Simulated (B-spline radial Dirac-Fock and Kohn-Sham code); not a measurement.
# Binding energies of Hg in different valence configurations

Method: Dirac-Fock (average of configuration) total-energy differences with a finite nucleus, the Breit interaction including its frequency dependence, and self-energy and vacuum-polarisation corrections. Computed with a radial finite-basis atomic code. Correlation energy is missing from these numbers.

Reference: the tabulated ground configuration [Xe] 4f14 5d10 6s2, with 3p1/2 3291.4 eV, 3p3/2 2860.2 eV, 4p1/2 693.4 eV, 4f5/2 108.9 eV, 4f7/2 104.9 eV, 5p3/2 73.36 eV, Kα1 70814.0 eV, Kβ1 80244.4 eV.

Shifts from the reference in eV.

```
         configuration  average energy  3p1/2  3p3/2  4p1/2  4f5/2  4f7/2  5p3/2    Kα1    Kβ1
[Xe] 4f14 5d10 6s1 6p1           +4.40  +1.98  +1.98  +1.99  +1.99  +1.99  +2.02   0.00  -0.01
 [Xe] 4f14 5d9 6s2 6p1           +9.14  +6.20  +6.20  +6.14  +6.08  +6.09  +5.02  -0.18  -0.13
```
